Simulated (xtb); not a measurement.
Level of theory: GFN2-xTB in xtb.

```
xtb start.xyz --ohess tight --gfn 2 --chrg 0 --uhf 0 --iterations 400

# start.xyz
5

F      1.670725    -0.303100     0.234726
Ge    -0.046442     0.013328    -0.003970
H     -0.162884     1.313062    -0.853195
H     -0.761219     0.174303     1.355673
H     -0.700181    -1.197593    -0.733234
```

Output:

```
[...]
          :  # shells                            8          :
          :  # electrons                        14          :
          :  max. iterations                   400          :
          :  Hamiltonian                  GFN2-xTB          :
          :  restarted?                      false          :
          :  GBSA solvation                  false          :
          :  PC potential                    false          :
          :  electronic temp.          300.0000000     K    :
          :  accuracy                    1.0000000          :
          :  -> integral cutoff          0.2500000E+02      :
          :  -> integral neglect         0.1000000E-07      :
          :  -> SCF convergence          0.1000000E-05 Eh   :
          :  -> wf. convergence          0.1000000E-03 e    :
          :  Broyden damping             0.4000000          :
          :  net charge                          0          :
          :  unpaired electrons                  0          :
          ...................................................

 iter      E             dE          RMSdq      gap      omega  full diag
   1     -8.2463629 -0.824636E+01  0.854E-06    7.70       0.0  T
   2     -8.2463629 -0.266454E-13  0.747E-06    7.70    5989.5  T
   3     -8.2463629 -0.230926E-13  0.471E-06    7.70    9491.3  T

   *** convergence criteria satisfied after 3 iterations ***

         #    Occupation            Energy/Eh            Energy/eV
      -------------------------------------------------------------
         1        2.0000           -0.7932284             -21.5848
         2        2.0000           -0.6397775             -17.4092
         3        2.0000           -0.4960415             -13.4980
         4        2.0000           -0.4960340             -13.4978
         5        2.0000           -0.4944080             -13.4535
         6        2.0000           -0.4541020             -12.3567
         7        2.0000           -0.4540880             -12.3564 (HOMO)
         8                         -0.1712704              -4.6605 (LUMO)
         9                         -0.1311099              -3.5677
        10                         -0.1310464              -3.5660
        11                          0.0050044               0.1362
        12                          0.0108322               0.2948
       ...                                ...                  ...
        16                          0.9681929              26.3459
      -------------------------------------------------------------
                  HL-Gap            0.2828176 Eh            7.6959 eV
             Fermi-level           -0.3126792 Eh           -8.5084 eV


         :::::::::::::::::::::::::::::::::::::::::::::::::::::
         ::                     SUMMARY                     ::
         :::::::::::::::::::::::::::::::::::::::::::::::::::::
         :: total energy              -8.222647538533 Eh    ::
         :: gradient norm              0.000186894308 Eh/a0 ::
         :: HOMO-LUMO gap              7.695857698441 eV    ::
         ::.................................................::
         :: SCC energy                -8.246362810585 Eh    ::
         :: -> isotropic ES            0.009122003225 Eh    ::
         :: -> anisotropic ES          0.000614985541 Eh    ::
         :: -> anisotropic XC          0.000210832977 Eh    ::
         :: -> dispersion             -0.001291945391 Eh    ::
         :: repulsion energy           0.023715272052 Eh    ::
         :: add. restraining           0.000000000000 Eh    ::
         :: total charge               0.000000000000 e     ::
         :::::::::::::::::::::::::::::::::::::::::::::::::::::

           -------------------------------------------------
          |                Numerical Hessian                |
           -------------------------------------------------
step length          :   0.00500
SCC accuracy         :   0.30000
Hessian scale factor :   1.00000
frozen atoms in %    :   0.00000    0
RMS gradient         :   0.00019
estimated CPU  time      0.00 min
estimated wall time      0.00 min

writing file <hessian>.

 projected vibrational frequencies (cm⁻¹)
eigval :       -0.00    -0.00    -0.00     0.00     0.00     0.00
eigval :      499.46   560.39   560.56   728.82   783.21   783.58
eigval :     1982.21  2072.07  2072.38
           -------------------------------------------------
          |                Property Printout                |
           -------------------------------------------------

    * Orbital Energies and Occupations

         #    Occupation            Energy/Eh            Energy/eV
      -------------------------------------------------------------
         1        2.0000           -0.7932284             -21.5848
         2        2.0000           -0.6397774             -17.4092
         3        2.0000           -0.4960415             -13.4980
         4        2.0000           -0.4960340             -13.4978
         5        2.0000           -0.4944080             -13.4535
         6        2.0000           -0.4541020             -12.3567
         7        2.0000           -0.4540880             -12.3564 (HOMO)
         8                         -0.1712704              -4.6605 (LUMO)
         9                         -0.1311099              -3.5677
        10                         -0.1310463              -3.5660
        11                          0.0050044               0.1362
        12                          0.0108323               0.2948
        13                          0.0108420               0.2950
        14                          0.8469242              23.0460
        15                          0.9679116              26.3382
        16                          0.9681929              26.3459
      -------------------------------------------------------------
                  HL-Gap            0.2828176 Eh            7.6959 eV
             Fermi-level           -0.3126792 Eh           -8.5084 eV

     #   Z          covCN         q      C6AA      α(0)
     1   9 F        0.716    -0.264    11.922     4.077
     2  32 Ge       3.534     0.217   168.916    23.415
     3   1 H        0.939     0.016     2.798     2.615
     4   1 H        0.939     0.016     2.799     2.616
     5   1 H        0.939     0.016     2.798     2.615

 Mol. C6AA /au·bohr⁶  :        451.017886
 Mol. C8AA /au·bohr⁸  :      24134.150046
 Mol. α(0) /au        :         35.338036

Wiberg/Mayer (AO) data.
Molecule has the following symmetry elements: (C3) 3*(sigma)
It seems to be the C3v point group
largest (>0.10) Wiberg bond orders for each atom

 ---------------------------------------------------------------------------
     #   Z sym  total        # sym  WBO       # sym  WBO       # sym  WBO
 ---------------------------------------------------------------------------
     1   9 F    1.238 --     2 Ge   1.143
     2  32 Ge   3.639 --     1 F    1.143     4 H    0.832     5 H    0.832
                             3 H    0.832
     3   1 H    1.000 --     2 Ge   0.832
     4   1 H    1.000 --     2 Ge   0.832
     5   1 H    1.000 --     2 Ge   0.832
 ---------------------------------------------------------------------------

Topologies differ in total number of bonds
Writing topology from bond orders to xtbtopo.mol

molecular dipole:
                 x           y           z       tot (Debye)
 q only:       -0.869       0.168      -0.132
   full:       -0.947       0.183      -0.144       2.480
molecular quadrupole (traceless):
                xx          xy          yy          xz          yz          zz
 q only:       -2.303       0.687       1.127      -0.541       0.104       1.176
  q+dip:       -3.582       1.069       1.753      -0.842       0.162       1.829
   full:       -3.289       0.981       1.609      -0.771       0.149       1.681

           -------------------------------------------------
          |                Geometry Summary                 |
           -------------------------------------------------

      molecular mass/u    :       94.6497756
   center of mass at/Å    :        0.1923100      -0.0371036       0.0291506
  moments of inertia/u·Å² :        0.6376838E+01   0.4995970E+02   0.4996202E+02
rotational constants/cm⁻¹ :        0.2643572E+01   0.3374246E+00   0.3374089E+00

 * 4 selected distances

     #   Z          #   Z                                           value/Å
     1   9 F        2  32 Ge                                      1.7346520 (max)
     2  32 Ge       3   1 H                                       1.4929791
     2  32 Ge       4   1 H                                       1.4928866 (min)
     2  32 Ge       5   1 H                                       1.4929273

 * 2 distinct bonds (by element types)

   Z      Z             #   av. dist./Å        max./Å        min./Å
   1 H   32 Ge          3     1.4929310     1.4929791     1.4928866
   9 F   32 Ge          1     1.7346520     1.7346520     1.7346520

           -------------------------------------------------
          |               Frequency Printout                |
           -------------------------------------------------
 projected vibrational frequencies (cm⁻¹)
eigval :       -0.00    -0.00    -0.00     0.00     0.00     0.00
eigval :      499.46   560.39   560.56   728.82   783.21   783.58
eigval :     1982.21  2072.07  2072.38
 reduced masses (amu)
   1:  2.45   2: 51.03   3: 33.86   4: 22.40   5: 63.98   6: 58.41   7: 30.54   8:  4.37
   9:  4.38  10:  2.38  11:  2.24  12:  2.24  13:  1.14  14:  2.26  15:  2.26
 IR intensities (km·mol⁻¹)
   1:  0.04   2:  3.79   3:  1.40   4:  3.14   5:  1.98   6:  0.06   7:149.91   8: 80.06
   9: 80.22  10:138.72  11:195.78  12:195.75  13: 29.25  14:469.67  15:469.79
 Raman intensities (Ä⁴*amu⁻¹)
   1:  0.00   2:  0.00   3:  0.00   4:  0.00   5:  0.00   6:  0.00   7:  0.00   8:  0.00
   9:  0.00  10:  0.00  11:  0.00  12:  0.00  13:  0.00  14:  0.00  15:  0.00
 output can be read by thermo (or use thermo option).
 writing <g98.out> molden fake output.
 recommended (thermochemical) frequency scaling factor: 1.0
           -------------------------------------------------
          |             Thermodynamic Functions             |
           -------------------------------------------------

c3v symmetry found (for desy threshold:  0.10E+00) used in thermo

          ...................................................
          :                      SETUP                      :
          :.................................................:
          :  # frequencies                           9      :
          :  # imaginary freq.                       0      :
          :  linear?                             false      :
          :  only rotor calc.                    false      :
          :  symmetry                              c3v      :
          :  rotational number                       3      :
          :  scaling factor                  1.0000000      :
          :  rotor cutoff                   50.0000000 cm⁻¹ :
          :  imag. cutoff                  -20.0000000 cm⁻¹ :
          :.................................................:

    mode    ω/cm⁻¹     T·S(HO)/kcal·mol⁻¹    T·S(FR)/kcal·mol⁻¹   T·S(vib)
   ------------------------------------------------------------------------
   ------------------------------------------------------------------------

   temp. (K)  partition function   enthalpy   heat capacity  entropy
                                   cal/mol     cal/K/mol   cal/K/mol   J/K/mol
 298.15  VIB   1.36                  539.921      5.648      2.425
         ROT  0.321E+04              888.752      2.981     19.028
         INT  0.438E+04             1428.673      8.629     21.453
         TR   0.891E+27             1481.254      4.968     39.536
         TOT                        2909.9274    13.5969    60.9890   255.1779

       T/K    H(0)-H(T)+PV         H(T)/Eh          T*S/Eh         G(T)/Eh
   ------------------------------------------------------------------------
    298.15    0.463726E-02    0.275161E-01    0.289778E-01   -0.146170E-02
   ------------------------------------------------------------------------

         :::::::::::::::::::::::::::::::::::::::::::::::::::::
         ::                  THERMODYNAMIC                  ::
         :::::::::::::::::::::::::::::::::::::::::::::::::::::
         :: total free energy          -8.224109241629 Eh   ::
         ::.................................................::
         :: total energy               -8.222647538533 Eh   ::
         :: zero point energy           0.022878863573 Eh   ::
         :: G(RRHO) w/o ZPVE           -0.024340566670 Eh   ::
         :: G(RRHO) contrib.           -0.001461703096 Eh   ::
         :::::::::::::::::::::::::::::::::::::::::::::::::::::

optimized geometry written to: xtbopt.xyz

           -------------------------------------------------
          | TOTAL ENERGY               -8.222647538533 Eh   |
          | TOTAL ENTHALPY             -8.195131410455 Eh   |
          | TOTAL FREE ENERGY          -8.224109241629 Eh   |
          | GRADIENT NORM               0.000186880423 Eh/α |
          | HOMO-LUMO GAP               7.695858197297 eV   |
           -------------------------------------------------

------------------------------------------------------------------------
```

Cost: roughly 0.10 core-seconds.
